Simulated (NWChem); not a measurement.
The numbers come from NWChem runs, not from measurements. System: ITl, charge 0, spin multiplicity 1, at a geometry optimised with B3LYP/def2-SVP with def2 effective core potentials on I, Tl. The structure started from a generated list of species. Level: RHF/def2-TZVP with def2 effective core potentials on I, Tl.

Job file:

```
start mol
memory heap 200 mb stack 900 mb global 1100 mb
geometry units angstroms nocenter noautoz
  Tl     0.000000     0.000000    -1.145950
  I      0.000000     0.000000     1.751358
  symmetry group C2v
end
basis spherical
  * library def2-tzvp
end
ecp
  I library def2-ecp
  Tl library def2-ecp
end
scf
  rhf
  nopen 0
  maxiter 100
  thresh 1e-7
  semidirect memsize 60000000 filesize 0
end
task scf energy
```

Output (cleaned and shortened):

```
             Northwest Computational Chemistry Package (NWChem) 7.3.0
             --------------------------------------------------------

                                NWChem Input Module
                                -------------------

 Scaling coordinates for geometry "geometry" by  1.889725989
 (inverse scale =  0.529177249)

 Turning off AUTOSYM since
 SYMMETRY directive was detected!

                             Geometry "geometry" -> ""
                             -------------------------

 Output coordinates in angstroms (scale by  1.889725989 to convert to a.u.)

  No.       Tag          Charge          X              Y              Z
 ---- ---------------- ---------- -------------- -------------- --------------
    1 Tl                  81.0000     0.00000000     0.00000000    -1.14595000
    2 I                   53.0000     0.00000000     0.00000000     1.75135800

 Effective nuclear repulsion energy (a.u.)     784.0926577208

            Nuclear Dipole moment (a.u.)
            ----------------------------
        X                 Y               Z
 ---------------- ---------------- ----------------
     0.0000000000     0.0000000000     0.0000453534

      Symmetry information
      --------------------

 Group name             C2v
 Group number             16
 Group order               4
 No. of unique centers     2

      Symmetry unique atoms

     1    2


 Summary of "ao basis" -> "" (spherical)
 ------------------------------------------------------------------------------
       Tag                 Description            Shells   Functions and Types
 ---------------- ------------------------------  ------  ---------------------
 *                         def2-tzvp                  on all atoms

 Summary of "ao basis" -> "ao basis" (spherical)
 ------------------------------------------------------------------------------
       Tag                 Description            Shells   Functions and Types
 ---------------- ------------------------------  ------  ---------------------
 Tl                        def2-tzvp                16       50   6s5p3d2f
 I                         def2-tzvp                16       50   6s5p3d2f

                                 NWChem SCF Module
                                 -----------------

  ao basis        = "ao basis"
  functions       =   100
  atoms           =     2
  closed shells   =    23
  open shells     =     0
  charge          =   0.00
  wavefunction    = RHF
  use symmetry    = T
  symmetry adapt  = T

 Summary of "ao basis" -> "ao basis" (spherical)
 ------------------------------------------------------------------------------
       Tag                 Description            Shells   Functions and Types
 ---------------- ------------------------------  ------  ---------------------
 Tl                        def2-tzvp                16       50   6s5p3d2f
 I                         def2-tzvp                16       50   6s5p3d2f

      Symmetry analysis of basis
      --------------------------

        a1         42
        a2         10
        b1         24
        b2         24

 Forming initial guess at       0.2s

      Superposition of Atomic Density Guess
      -------------------------------------

 Sum of atomic energies:        -542.39873218

      Non-variational initial energy
      ------------------------------

 Total energy =    -468.134887
 1-e energy   =   -1010.469330
 2-e energy   =     446.446103
 HOMO         =      -0.292392
 LUMO         =      -0.001525
[...]
                 3     -468.2663633321  1.46D-02  3.34D-03      2.6
                 4     -468.2664050513  1.04D-04  4.13D-05      2.8
                 5     -468.2664050539  8.35D-09  2.35D-09      3.0

       Final RHF  results
       ------------------

         Total SCF energy =   -468.266405053902
      One-electron energy =  -1011.703003517321
      Two-electron energy =    447.548258071289
 Nuclear repulsion energy =     95.888340392130

        Time for solution =      0.7s

       Symmetry analysis of molecular orbitals - final
       -----------------------------------------------

  Numbering of irreducible representations:

     1 a1          2 a2          3 b1          4 b2

  Orbital symmetries:

     1 a1          2 a1          3 a1          4 b2          5 b1
     6 b2          7 b1          8 a1          9 a1         10 b1
    11 b2         12 a2         13 a1         14 a1         15 a1
    16 a2         17 b2         18 b1         19 a1         20 a1
    21 b2         22 b1         23 a1         24 b1         25 b2
    26 a1         27 b2         28 b1         29 a1         30 a1
    31 a1         32 a2         33 b2

             Final eigenvalues
             -----------------

              1
    1   -7.6808
    2   -5.6805
    3   -5.5304
    4   -5.5282
    5   -5.5282
    6   -3.5072
    7   -3.5072
    8   -3.5022
    9   -2.2249
   10   -2.2238
   11   -2.2238
   12   -2.2212
   13   -2.2212
   14   -0.8880
   15   -0.8827
   16   -0.8827
   17   -0.8772
   18   -0.8772
   19   -0.8226
   20   -0.4976
   21   -0.3360
   22   -0.3360
   23   -0.3238
   24    0.0083
   25    0.0083
   26    0.0557
   27    0.1365
   28    0.1365
   29    0.1618
   30    0.2358
   31    0.2390
   32    0.2390
   33    0.2656

                       ROHF Final Molecular Orbital Analysis
                       -------------------------------------

 Vector   21  Occ=2.000000D+00  E=-3.360467D-01  Symmetry=b2
              MO Center=  6.8D-30, -4.1D-15,  1.6D+00, r^2= 2.3D+00
   Bfn.  Coefficient  Atom+Function         Bfn.  Coefficient  Atom+Function
  ----- ------------  ---------------      ----- ------------  ---------------
    67      0.535934  2 I  py                61     -0.433033  2 I  py
    64      0.332153  2 I  py                70      0.295072  2 I  py

 Vector   22  Occ=2.000000D+00  E=-3.360467D-01  Symmetry=b1
              MO Center=  1.1D-16,  5.5D-30,  1.6D+00, r^2= 2.3D+00
   Bfn.  Coefficient  Atom+Function         Bfn.  Coefficient  Atom+Function
  ----- ------------  ---------------      ----- ------------  ---------------
    66      0.535934  2 I  px                60     -0.433033  2 I  px
    63      0.332153  2 I  px                69      0.295072  2 I  px

 Vector   23  Occ=2.000000D+00  E=-3.237703D-01  Symmetry=a1
              MO Center= -2.8D-16,  5.4D-16,  5.8D-01, r^2= 5.0D+00
   Bfn.  Coefficient  Atom+Function         Bfn.  Coefficient  Atom+Function
  ----- ------------  ---------------      ----- ------------  ---------------
    68      0.469096  2 I  pz                62     -0.372789  2 I  pz
     6      0.334512  1 Tl s                  5      0.310048  1 Tl s
    65      0.280689  2 I  pz                 3     -0.244984  1 Tl s
    71      0.246200  2 I  pz                18     -0.190618  1 Tl pz
    12      0.182413  1 Tl pz                 2      0.154689  1 Tl s

 Vector   24  Occ=0.000000D+00  E= 8.290017D-03  Symmetry=b1
              MO Center= -7.2D-16, -1.1D-30, -1.2D+00, r^2= 7.3D+00
   Bfn.  Coefficient  Atom+Function         Bfn.  Coefficient  Atom+Function
  ----- ------------  ---------------      ----- ------------  ---------------
    19      0.707231  1 Tl px                16      0.307467  1 Tl px
    10     -0.264969  1 Tl px                69     -0.238174  2 I  px
    13      0.203200  1 Tl px

 Vector   25  Occ=0.000000D+00  E= 8.290017D-03  Symmetry=b2
              MO Center=  8.0D-30,  1.1D-14, -1.2D+00, r^2= 7.3D+00
   Bfn.  Coefficient  Atom+Function         Bfn.  Coefficient  Atom+Function
  ----- ------------  ---------------      ----- ------------  ---------------
    20      0.707231  1 Tl py                17      0.307467  1 Tl py
    11     -0.264969  1 Tl py                70     -0.238174  2 I  py
    14      0.203200  1 Tl py

 Vector   26  Occ=0.000000D+00  E= 5.571984D-02  Symmetry=a1
              MO Center= -7.2D-15, -2.1D-15, -1.6D+00, r^2= 1.1D+01
   Bfn.  Coefficient  Atom+Function         Bfn.  Coefficient  Atom+Function
  ----- ------------  ---------------      ----- ------------  ---------------
    21      1.133466  1 Tl pz                56     -0.526672  2 I  s
     5      0.276922  1 Tl s                 71      0.234376  2 I  pz
    15      0.182150  1 Tl pz                12     -0.165694  1 Tl pz

 center of mass
 --------------
 x =   0.00000000 y =   0.00000000 z =  -0.07198754

 moments of inertia (a.u.)
 ------------------
        2349.499851320513           0.000000000000           0.000000000000
           0.000000000000        2349.499851320513           0.000000000000
           0.000000000000           0.000000000000           0.000000000000

  Mulliken analysis of the total density
  --------------------------------------

    Atom       Charge   Shell Charges
 -----------   ------   -------------------------------------------------------
    1 Tl  21    20.46   0.06 -0.57  1.74  0.78  1.11  0.80 -0.55  6.49  0.20  0.29  0.04  9.08  0.89  0.07  0.01  0.00
    2 I   25    25.54   0.18 -0.77  1.58  1.01  1.06  0.90 -0.49  6.45  1.33  2.93  1.35  9.23  0.76  0.04  0.00  0.00

       Multipole analysis of the density wrt the origin
       ------------------------------------------------

     L   x y z        total         open         nuclear
     -   - - -        -----         ----         -------
     0   0 0 0      0.000000      0.000000     46.000000

     1   1 0 0     -0.000000      0.000000      0.000000
     1   0 1 0      0.000000      0.000000      0.000000
     1   0 0 1     -2.125024      0.000000     37.263507

     2   2 0 0    -38.968792      0.000000      0.000000
     2   1 1 0      0.000000      0.000000      0.000000
     2   1 0 1      0.000000      0.000000      0.000000
     2   0 2 0    -38.968792      0.000000      0.000000
     2   0 1 1     -0.000000      0.000000      0.000000
     2   0 0 2    -43.062671      0.000000    372.314168

 Task  times  cpu:        3.1s     wall:        3.1s

 Total times  cpu:        3.1s     wall:        3.1s
```
